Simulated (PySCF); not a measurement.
CH4N, SMILES C[NH], multiplicity 2.

The structure is a stationary point at PBE0-D3(BJ)/def2-TZVP. The isomer is the one that the SMILES or the coordinates give; other isomers of the formula were not compared.

Level of theory: PySCF with M06-2X/def2-TZVPD.

Isolated molecule, no solvent.

| Item | Value |
|---|---|
| total energy | -95.17599 hartree |
| point group | Cs |
| α spin, highest occupied and lowest empty level | -9.15 and 0.55 eV |
| β spin, highest occupied and lowest empty level | -9.17 and -1.12 eV |
| dipole moment | 1.97 D |
| quadrupole, principal values (traceless, Buckingham form, about the centre of nuclear charge) | -3.47, 0.30, 3.17 D·Å |
| mean static polarisability | 23.6 bohr³ (3.50 Å³) |
| polarisability, principal values | 21.1, 22.6, 27.2 bohr³ |
| ⟨S²⟩ | 0.755 (pure state 0.75) |
